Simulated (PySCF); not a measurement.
The vertical singlet excitations below were computed for one of the candidates. Computed with PySCF 2.14.0, density-fitted response routines, TDDFT CAM-B3LYP/def2-SVPD, vertical, gas phase, core orbitals frozen in the response. Geometries: GFN2-xTB, one conformer each.

```json
{"state": "S1", "E (eV)": "3.54", "f": "0.0012", "main configurations (H = HOMO, L = LUMO)": "H-1→L (90%)"}
{"state": "S2", "E (eV)": "4.38", "f": "0.103", "main configurations (H = HOMO, L = LUMO)": "H→L (97%)"}
{"state": "S3", "E (eV)": "5.67", "f": "0.145", "main configurations (H = HOMO, L = LUMO)": "H-2→L (86%)"}
{"state": "S4", "E (eV)": "6.81", "f": "0.0064", "main configurations (H = HOMO, L = LUMO)": "H→L+1 (82%), H-4→L (10%)"}
{"state": "S5", "E (eV)": "6.87", "f": "0.0040", "main configurations (H = HOMO, L = LUMO)": "H-4→L (71%), H→L+1 (12%), H-3→L (8%)"}
{"state": "S6", "E (eV)": "7.42", "f": "0.0068", "main configurations (H = HOMO, L = LUMO)": "H→L+2 (70%)"}
{"state": "S7", "E (eV)": "7.48", "f": "0.031", "main configurations (H = HOMO, L = LUMO)": "H→L+5 (28%), H-1→L+1 (19%), H→L+2 (14%)"}
{"state": "S8", "E (eV)": "7.52", "f": "0.014", "main configurations (H = HOMO, L = LUMO)": "H→L+5 (33%), H-1→L+1 (25%), H-2→L+1 (20%)"}
```

Triplets computed (Tamm–Dancoff): 2.57, 2.98, 5.06 eV.

**Question.** Which structure fits?
A. `O=CC1=C[C@](F)([SiH2]F)O1`
B. `[SiH3]C[C@@]12[C@@H]3[C@H](C=C2)[C@@H]31`
C. `N#CC1=C(F)C[C@H]1[SiH3]`

**Answer.** A. Its S1, at 3.54 eV, is the lowest among the candidates; the nearest of the others has S1 at 5.55 eV. S1 is HOMO-1→LUMO (90%). Löwdin shares by element: HOMO carbon 53% or more, oxygen 34%; LUMO carbon 58% or more, oxygen 22% or more (atoms not listed hold the other 20%). At the same level the other candidates give, for their lowest levels:
- `[SiH3]C[C@@]12C=C[C@H]3[C@@H]1[C@H]32`: 5.55 eV (f 0.063); 6.37 eV (f 0.000); 6.43 eV (f 0.039); 6.79 eV (f 0.000); 7.03 eV (f 0.001); T1 3.57 eV; HOMO -7.60, LUMO 1.18 eV
- `N#CC1=C(F)C[C@H]1[SiH3]`: 5.89 eV (f 0.239); 6.38 eV (f 0.005); 6.64 eV (f 0.003); 6.91 eV (f 0.002); 7.34 eV (f 0.034); T1 3.57 eV; HOMO -8.97, LUMO -0.34 eV

Shape of the structure used: `[O:1]=[CH:2][C:3]1=[CH:4][C@:5]([F:6])([SiH2:7][F:8])[O:9]1`: O1–C2–C3–C4 -5°, C4–C5–Si7–F8 -39°.
